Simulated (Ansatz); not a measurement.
# FGeH6NP+: where a starting geometry ends

The starting geometry of this gas-phase singlet was optimised with GFN2-xTB; its bonds are those of `[NH3+][GeH2][PH]F`.

```xyz
10

F     2.4884   -1.6563    0.8114
Ge    0.7269    0.1968   -0.5151
N    -0.4247   -1.3457    0.2980
P     2.6862   -1.1015   -0.7221
H    -1.3493   -1.0147    0.5790
H    -0.5599   -2.1169   -0.3586
H     0.0309   -1.7323    1.1283
H    -0.2015    0.4746   -1.6804
H     0.3760    1.1801    0.5929
H     3.5321   -0.0496   -0.3204
```

Where would you expect an optimisation with PBE0-D3(BJ)/def2-SVP to take it?

It keeps its bonds, and is `[NH3+][GeH2][PH]F`.

The energy falls by 0.16 eV over 10 steps:

| step | E − E(last) (eV) |
| --- | --- |
| 1 | 0.155 |
| 2 | 0.041 |
| 3 | 0.015 |
| 4 | 0.004 |
| 5 | 0.002 |
| 6 | 0.001 |
| 7 | 0.000 |
| 8 | 0.000 |
| 9 | 0.000 |
| 10 | 0.000 |

Final geometry (Å):

```json
{"atom": "F", "x (Å)": "2.3399", "y (Å)": "-1.6970", "z (Å)": "0.8493"}
{"atom": "Ge", "x (Å)": "0.6493", "y (Å)": "0.1513", "z (Å)": "-0.5507"}
{"atom": "N", "x (Å)": "-0.4039", "y (Å)": "-1.3494", "z (Å)": "0.2893"}
{"atom": "P", "x (Å)": "2.6597", "y (Å)": "-1.0668", "z (Å)": "-0.6428"}
{"atom": "H", "x (Å)": "-1.2107", "y (Å)": "-1.0218", "z (Å)": "0.8314"}
{"atom": "H", "x (Å)": "-0.7513", "y (Å)": "-2.0332", "z (Å)": "-0.3919"}
{"atom": "H", "x (Å)": "0.2281", "y (Å)": "-1.8478", "z (Å)": "0.9331"}
{"atom": "H", "x (Å)": "-0.1289", "y (Å)": "0.4243", "z (Å)": "-1.8370"}
{"atom": "H", "x (Å)": "0.5023", "y (Å)": "1.2057", "z (Å)": "0.5486"}
{"atom": "H", "x (Å)": "3.4206", "y (Å)": "0.0692", "z (Å)": "-0.2166"}
```

Frequencies at the end are all real (lowest 66 cm⁻¹). Run with Ansatz 0.2.0, 15 s on 2 threads of Intel(R) Xeon(R) 6975P-C (Granite Rapids) (shared host).
